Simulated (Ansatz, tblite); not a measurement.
Removing and adding an electron: GeI2H2 (GeH2I2). Charge 0, multiplicity 1. Geometry: PBE0-D4/def2-SVP. Ansatz, gas phase; energy differences of separate SCF runs; the oxidised species was run as a doublet alone; the reduced species was run as a doublet alone.

```xyz
5

Ge    0.1076    0.1590    0.1375
I     0.4447   -0.0438   -2.3423
I    -1.5303   -1.5627    0.9477
H    -0.4748    1.5471    0.4301
H     1.4528   -0.0997    0.8269
```

In the def2 sets I takes a core potential; there is no spin–orbit coupling. The xTB rows come from tblite. HOMO above LUMO, or a gap near zero within one spin, warns that the state may not be the lowest or that an electron is smeared out.

Q: Estimate orbital energies and vertical ionisation energies and electron affinities at: GFN1-xTB; GFN2-xTB; PBE-D4/def2-TZVP; PBE-D4/def2-TZVPD; r2SCAN-D4/def2-TZVP; r2SCAN-D4/def2-TZVPD; PBE0-D4/def2-TZVP; PBE0-D4/def2-TZVPD.

A: 
| level | −HOMO (eV) | vertical IE (eV) | −LUMO (eV) | vertical EA (eV) | HOMO–LUMO gap (eV) | IE − EA (eV) | remarks |
| --- | --- | --- | --- | --- | --- | --- | --- |
| GFN1-xTB | 11.50 | 14.64 | 6.07 | – | 5.43 | – | – |
| GFN2-xTB | 11.88 | 14.74 | 6.87 | 4.07 | 5.01 | 10.67 | – |
| PBE-D4/def2-TZVP | 6.57 | 9.21 | 2.74 | – | 3.83 | – | gap within one spin near zero (+1 doublet) |
| PBE-D4/def2-TZVPD | 6.58 | – | 2.78 | 0.63 | 3.80 | – | HOMO above zero (-1 doublet) |
| r2SCAN-D4/def2-TZVP | 6.87 | 9.41 | 2.56 | – | 4.31 | – | – |
| r2SCAN-D4/def2-TZVPD | 6.87 | – | 2.58 | 0.55 | 4.29 | – | HOMO above zero (-1 doublet) |
| PBE0-D4/def2-TZVP | 7.68 | 9.53 | 1.94 | – | 5.74 | – | – |
| PBE0-D4/def2-TZVPD | 7.68 | – | 1.99 | 0.52 | 5.69 | – | HOMO above zero (-1 doublet) |

   A HOMO above zero means that the electron is unbound at that level or that self-interaction error raises the level; the energy of removing that electron tells which. Raw xTB energy differences between charge states are shifted by several eV; the methods need an empirical correction for them.
